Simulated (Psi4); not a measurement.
GaClF (SMILES [F][Ga][Cl]): entropy by statistical mechanics

A doublet with charge 0, relaxed at UTPSSh-D3(BJ)/def2-SVP (density fitting) (Psi4 1.11):

```xyz
3

F    -1.4289    0.2935   -0.7594
Ga    0.0642    0.6564    0.1118
Cl    1.3525   -1.0224    0.6327
```

Harmonic wavenumbers in cm⁻¹: 160, 392, 674.

Masses in u: F 18.998, Ga 69.723, Cl 35.45. Take T = 298.15 K, p = 1 bar, R = 8.3145 J/(mol K), kT/hc = 207.22 cm⁻¹, rigid rotor and harmonic oscillator.

Task: Compute the standard molar entropy.

Result: 
1. Translation (Sackur–Tetrode): S = R[3/2 ln M + 5/2 ln T − 1.1517] with M = 124.171 gives 169.0 J/(mol K).
2. Rotation: principal moments 27.214, 162.471, 189.685 u Å² give A, B, C = 0.6194, 0.1038, 0.0889 cm⁻¹; the symmetry number is σ = 1; q = (√π/σ)√((kT/hc)³/ABC) = 69934; S = R(ln q + 3/2) = 105.2.
3. Vibration: with u = ν̃/207.22, each mode gives R[u/(eᵘ − 1) − ln(1 − e⁻ᵘ)]; the sum is 16.2, most from 160 cm⁻¹ (10.7), 392 cm⁻¹ (4.2), 674 cm⁻¹ (1.4).
4. Spin: R ln 2 = 5.8.
5. Sum: 169.0 + 105.2 + 16.2 + 5.8 = 296.2 J/(mol K).

No measured value is set beside it here.
